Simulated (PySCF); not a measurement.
Delta-SCF ions had no search for a lower state. Excitations are Tamm–Dancoff values on a coarser integration grid. The basis has no diffuse functions, so Rydberg states are missing or too high.

# H3Cl2Si, SMILES `Cl[SiH2][ClH+]` (Cl–Si–Cl–H torsion 180°) (charge 1, multiplicity 1)

Computed with CAM-B3LYP-D3(BJ)/def2-TZVP in PySCF 2.14.0.

```json
{
  "HOMO": "-16.09 eV",
  "HOMO–LUMO gap": "10.40 eV",
  "LUMO": "-5.68 eV",
  "S1 excitation (TDA)": "6.59 eV",
  "S1 oscillator strength": "0.000",
  "brightest of the four lowest singlets (TDA)": "7.56 eV",
  "T1 excitation (TDA)": "6.30 eV",
  "S1–T1 gap (TDA)": "0.30 eV",
  "vertical ionisation energy (Delta-SCF)": "17.27 eV",
  "adiabatic ionisation energy (no zero-point term)": "16.86 eV",
  "hole reorganisation energy (four-point)": "0.991 eV",
  "total_energy": "-1211.5111 Ha",
  "cost": "about 2.5 core-minutes (a rough figure)"
}
```

```xyz
6

Cl    -1.6737     1.5893    -0.0894
Si    -0.6783    -0.1111     0.0859
Cl     1.4976     0.6530    -0.2598
H     -0.5284    -0.6372     1.4397
H     -0.7809    -1.0400    -1.0359
H      2.1637    -0.4541    -0.1404
```
Charge +1, spin multiplicity 1.
